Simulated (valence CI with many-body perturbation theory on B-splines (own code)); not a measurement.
Ba49+: E2, E3, M1, M2 decay

Computed by relativistic CI+MBPT: five valence electrons over a frozen Dirac-Fock core [He], a basis of 11 s, 11 p, 10 d, 8 f, 5 g, 2 h functions for each j, with the one-electron correlation potential Σ1 (screened to all orders), the two-electron term Σ2, the three-electron term Σ3, Breit, model QED; selected single and double excitations, second order for the rest, scaled by the run's own slope (own B-spline code, finite nucleus).

The last digits are not significant, and no measured levels were compared; by estimate large intervals hold to a few tenths of a per cent, small ones and those within an open d or f shell to about a per cent. Among the levels kept, up to 7300 cm⁻¹ of a level comes from second order outside the variational space, and about a tenth of that is noise between levels of different J, which matters for small intervals.

Lines 1 to 50 of 79 in falling wavelength, among levels below 6442.9 eV, chosen from the decays that carry over 1 % of a level's rate. Wavelengths and rates use the calculated energies. Electric multipoles are in the length gauge, E1 and E2 with the static RPA response of the core. Weak lines are less certain than strong ones. Lines between different terms over intervals too small for the method are left out, as are lines whose strength nearly cancels.

Levels are named by their leading jj configuration (3d3/2^4 stands for four electrons in 3d with j = 3/2), which in mixed levels can hold well under half, so a name can repeat and another be missing. Letters in brackets count levels of one name in rising energy.

```tsv
λ vac (Å)	Upper	Lower	Type	A (s⁻¹)	Branch %
32.50	(2s^2 2p1/2 2p3/2^2) J=3/2	(2s^2 2p1/2^2 2p3/2) J=3/2	M1	5.57e+08	100.0
32.40	(2s^2 2p3/2^3) J=3/2	(2s^2 2p1/2 2p3/2^2) J=1/2	M1	1.37e+08	9.3
30.84	(2s^2 2p1/2 2p3/2^2) J=5/2	(2s^2 2p1/2^2 2p3/2) J=3/2	M1	9.46e+07	98.9
30.84	(2s^2 2p1/2 2p3/2^2) J=5/2	(2s^2 2p1/2^2 2p3/2) J=3/2	E2	1.03e+06	1.1
29.82	(2s^2 2p3/2^3) J=3/2	(2s^2 2p1/2 2p3/2^2) J=5/2	M1	1.72e+08	11.7
28.49	(2s^2 2p1/2 2p3/2^2) J=1/2	(2s^2 2p1/2^2 2p3/2) J=3/2	M1	3.58e+08	99.7
28.41	(2s^2 2p3/2^3) J=3/2	(2s^2 2p1/2 2p3/2^2) J=3/2	M1	7.03e+08	47.9
2.699	(2s^2 2p1/2 2p3/2 3d5/2) J=9/2	(2s 2p1/2 2p3/2^3) J=5/2	E2	5.98e+08	2.2
2.495	(2s^2 2p1/2 2p3/2 3p1/2) J=3/2 [a]	(2s^2 2p1/2 2p3/2^2) J=1/2	E2	4.86e+10	10.9
2.489	(2s^2 2p1/2 2p3/2 3p1/2) J=5/2	(2s^2 2p1/2 2p3/2^2) J=1/2	E2	8.72e+10	14.5
2.482	(2s^2 2p3/2^2 3d5/2) J=9/2	(2s 2p1/2 2p3/2^3) J=5/2	E2	1.14e+09	3.8
2.481	(2s^2 2p1/2 2p3/2 3p1/2) J=1/2	(2s^2 2p1/2 2p3/2^2) J=5/2	E2	1.03e+11	22.9
2.476	(2s^2 2p1/2 2p3/2 3p1/2) J=3/2 [b]	(2s^2 2p1/2 2p3/2^2) J=1/2	E2	3.64e+10	2.2
2.474	(2s^2 2p1/2^2 3p1/2) J=1/2	(2s^2 2p1/2^2 2p3/2) J=3/2	E2	4.72e+11	77.2
2.472	(2s^2 2p3/2^2 3p1/2) J=3/2	(2s^2 2p3/2^3) J=3/2	E2	9.80e+10	6.2
2.472	(2s^2 2p1/2 2p3/2 3p1/2) J=5/2	(2s^2 2p1/2 2p3/2^2) J=5/2	E2	2.70e+11	45.0
2.471	(2s^2 2p1/2 2p3/2 3p1/2) J=1/2	(2s^2 2p1/2 2p3/2^2) J=3/2	E2	1.54e+11	34.1
2.468	(2s^2 2p1/2 2p3/2 3p1/2) J=3/2 [a]	(2s^2 2p1/2 2p3/2^2) J=3/2	E2	2.97e+11	66.7
2.462	(2s^2 2p1/2 2p3/2 3p1/2) J=5/2	(2s^2 2p1/2 2p3/2^2) J=3/2	E2	6.67e+10	11.1
2.460	(2s^2 2p1/2 2p3/2 3p1/2) J=3/2 [b]	(2s^2 2p1/2 2p3/2^2) J=5/2	E2	2.66e+11	15.8
2.451	(2s^2 2p3/2^2 3p1/2) J=1/2	(2s^2 2p3/2^3) J=3/2	E2	2.60e+11	3.4
2.440	(2s 2p1/2 2p3/2^2 3p3/2) J=9/2	(2s 2p1/2 2p3/2^3) J=5/2	E2	7.23e+10	11.1
2.435	(2s^2 2p1/2 2p3/2 3p3/2) J=3/2 [a]	(2s^2 2p1/2 2p3/2^2) J=1/2	E2	1.44e+10	2.2
2.427	(2s 2p1/2^2 2p3/2 3p3/2) J=7/2	(2s 2p1/2^2 2p3/2^2) J=5/2	E2	1.44e+11	6.9
2.423	(2s^2 2p3/2^2 3p3/2) J=5/2	(2s^2 2p3/2^3) J=3/2	E2	9.37e+10	1.4
2.422	(2s 2p1/2^2 2p3/2 3p3/2) J=1/2 [b]	(2s 2p1/2^2 2p3/2^2) J=3/2	E2	2.35e+11	3.3
2.422	(2s^2 2p1/2 2p3/2 3p3/2) J=1/2 [a]	(2s^2 2p1/2 2p3/2^2) J=5/2	E2	4.17e+10	3.4
2.422	(2s^2 2p3/2^2 3p3/2) J=1/2	(2s^2 2p3/2^3) J=3/2	E2	5.83e+10	3.4
2.421	(2s^2 2p1/2 2p3/2 3p3/2) J=5/2 [b]	(2s^2 2p1/2 2p3/2^2) J=1/2	E2	8.48e+10	3.9
2.419	(2s^2 2p1/2 2p3/2 3p3/2) J=3/2 [a]	(2s^2 2p1/2 2p3/2^2) J=5/2	E2	1.01e+11	15.0
2.418	(2s^2 2p1/2 2p3/2 3p3/2) J=5/2 [a]	(2s^2 2p1/2 2p3/2^2) J=3/2	E2	1.02e+11	1.2
2.416	(2s^2 2p1/2 2p3/2 3p3/2) J=7/2	(2s^2 2p1/2 2p3/2^2) J=5/2	E2	1.61e+11	26.8
2.413	(2s^2 2p1/2^2 3p3/2) J=3/2	(2s^2 2p1/2^2 2p3/2) J=3/2	E2	2.37e+11	39.0
2.412	(2s^2 2p1/2 2p3/2 3p3/2) J=1/2 [a]	(2s^2 2p1/2 2p3/2^2) J=3/2	E2	1.50e+11	12.4
2.409	(2s^2 2p1/2 2p3/2 3p3/2) J=3/2 [a]	(2s^2 2p1/2 2p3/2^2) J=3/2	E2	5.63e+10	8.4
2.406	(2s^2 2p3/2^2 3p3/2) J=3/2 [a]	(2s^2 2p3/2^3) J=3/2	E2	2.87e+11	4.1
2.406	(2s^2 2p1/2 2p3/2 3p3/2) J=7/2	(2s^2 2p1/2 2p3/2^2) J=3/2	E2	1.86e+10	3.1
2.402	(2s^2 2p1/2 2p3/2 3p3/2) J=1/2 [b]	(2s^2 2p1/2 2p3/2^2) J=5/2	E2	2.94e+11	3.1
2.392	(2s^2 2p1/2 2p3/2 3p3/2) J=1/2 [b]	(2s^2 2p1/2 2p3/2^2) J=3/2	E2	1.61e+11	1.7
2.391	(2s 2p1/2 2p3/2^2 3d5/2) J=9/2 [b]	(2s 2p1/2 2p3/2^3) J=5/2	M2	1.04e+10	1.1
2.388	(2s 2p1/2^2 2p3/2 3p3/2) J=1/2 [b]	(2s 2p1/2^2 2p3/2^2) J=5/2	E2	7.84e+10	1.1
2.380	(2s 2p1/2^2 2p3/2 3d5/2) J=9/2	(2s 2p1/2^2 2p3/2^2) J=5/2	M2	7.27e+09	20.2
2.380	(2s 2p1/2^2 2p3/2 3d5/2) J=9/2	(2s 2p1/2^2 2p3/2^2) J=5/2	E3	3.84e+08	1.1
2.367	(2s^2 2p1/2 2p3/2 3d5/2) J=9/2	(2s^2 2p1/2 2p3/2^2) J=5/2	M2	7.09e+09	25.6
2.367	(2s^2 2p1/2 2p3/2 3d5/2) J=9/2	(2s^2 2p1/2 2p3/2^2) J=5/2	E3	4.23e+08	1.5
2.289	(2s 2p1/2^2 2p3/2 3d5/2) J=9/2	(2s^2 2p1/2 2p3/2^2) J=5/2	E2	1.41e+09	3.9
2.283	(2s^2 2p3/2^2 3d5/2) J=9/2	(2s 2p1/2^2 2p3/2^2) J=5/2	E2	2.82e+09	9.5
2.253	(2s 2p1/2 2p3/2^2 3p3/2) J=1/2 [b]	(2s 2p1/2^2 2p3/2^2) J=3/2	E2	1.55e+11	1.2
2.247	(2s 2p1/2 2p3/2^2 3p3/2) J=9/2	(2s 2p1/2^2 2p3/2^2) J=5/2	E2	2.52e+11	38.6
2.246	(2s^2 2p1/2 2p3/2 3p3/2) J=1/2 [a]	(2s^2 2p1/2^2 2p3/2) J=3/2	E2	9.11e+10	7.5
```
